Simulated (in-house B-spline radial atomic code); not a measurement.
**RPA and G0W0 on LC-wPBE: N5+**

Configuration 1s2, mean-field start LC-wPBE. Computed with an all-electron radial atomic-structure program (B-spline basis): all electrons, scalar-relativistic (spin-free one-electron X2C), finite nucleus, each spin shell either full or empty, empty states to l = 9 with an (l + 1/2)⁻⁴ tail; G0W0 by contour deformation at full frequency.

Command:
```bash
python run_gw.py task.json out
```
Settings (radii: box in bohr, nucleus in fm):
```
Z                        7
electrons                2
configuration            1s2
hamiltonian              x2c
method                   lc_wpbe
lmax                     9
rms_radius               2.5582
spin_polarised           False
box_radius               10.43
intervals                69
ion_configuration        1s1
```

Time taken, with all properties: 1.2 s on 1 thread of Arm Neoverse V2, with other jobs on the host.

Energies (hartree):

```json
{"term": "mean-field total", "value": "-44.74162"}
{"term": "Hartree-Fock functional on these orbitals", "value": "-44.76059"}
{"term": "direct second order", "value": "-0.093504"}
{"term": "second-order exchange", "value": "0.046753"}
{"term": "SOSEX correction", "value": "0.045034"}
```

Task: What is the RPA correlation energy, and what remains with SOSEX?

Result: RPA gives -0.090065 hartree (-1.23 eV per electron); RPA + SOSEX gives -0.045031, and the second-order doubles -0.046751 hartree (no singles). SOSEX takes back 50 % of the RPA value, the self-correlation of each of the two electrons.

Quasi-particle levels (eV):

```tsv
level	occupied	mean field	Σx - vxc	Σc	QP weight	G0W0
1s	yes	-517.44	-35.16	?	?	?
2s	no	-100.83	3.23	-0.20	1.000	-97.80
```

G0W0 = mean field + (Σx - vxc) + Σc, with Σc (partial-wave tail included) taken at the quasi-particle energy.

Task: Where does G0W0 put 1s?

Result: At -551.92 eV, with Σc = 0.68 eV and a quasi-particle weight of 0.994. The tabulated removal energy is 552.067 eV (NIST, tabulated theory).

Task: What does it cost to remove one electron (to 1s1) by differences of total energies, each species on its own start (correlation terms add to the Hartree-Fock functional)?

Result: LC-wPBE 551.30 eV, Hartree-Fock functional 550.91 eV, + RPA 552.74 eV, + RPA + SOSEX 552.13 eV, + second order 552.18 eV. Tabulated: 552.067 eV (NIST, tabulated theory).
